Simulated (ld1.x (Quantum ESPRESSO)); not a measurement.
PBE ultrasoft dataset for Ir (Z = 77), scalar-relativistic all-electron reference.

iridium (Ir), ultrasoft, made with ld1.x (Quantum ESPRESSO) 7.5 (PBE, scalar-relativistic). Core [Xe] 4f14, reference 5d7 6s2 6p0. Waves: 6s (bound): rcut 1.80, rcutus 2.30 bohr; 6s channel at 3.75 Ry: rcut 1.80, rcutus 2.30 bohr; 6p (bound, empty): rcut 2.80, rcutus 3.40 bohr; 6p channel at 0.2 Ry: rcut 2.80, rcutus 3.40 bohr; 5d (bound): rcut 1.50, rcutus 1.75 bohr; 5d channel at 0.4 Ry: rcut 1.50, rcutus 1.75 bohr; 5f channel at 0.05 Ry: rcut 2.75, rcutus 3.40 bohr; 5f channel at 2.8 Ry: rcut 2.75, rcutus 3.40 bohr. Local part: all-electron potential smoothed inside 2.00 bohr (lloc = -2). Core correction: Bessel-smoothed model core, default radius (core density twice the valence density). Augmentation charge: PSQ, radius 1.65 bohr.

(1) Is the overlap operator S = 1 + Σ q|β⟩⟨β| positive definite (Bessel basis up to 400 Ry)?

(2) Tests: 5d7 6s1 6p0; 5d7 6s0 6p0; 5d6 6s0 6p0; 5d7.5 6s1.5 6p0; 5d8 6s1 6p0; 5d7 6s1.5 6p0; 5d6 6s2 6p0. Which has the largest error in its energy relative to the reference configuration, and how large is it?

Results:

(1) No: its lowest eigenvalue is -0.251, in the f channel, so the generalised eigenproblem breaks down once the basis is large enough.

(2) 5d6 6s0 6p0, with -224 meV (all-electron minus pseudo) on +57.89 eV.

The ghost test of this file was not conclusive. Its overlap operator is not positive definite in a basis up to 400 Ry (lowest eigenvalue f -0.25), so the file is unfit for use: the generalised eigenproblem breaks down once the basis is large enough, and its test numbers describe a broken file.
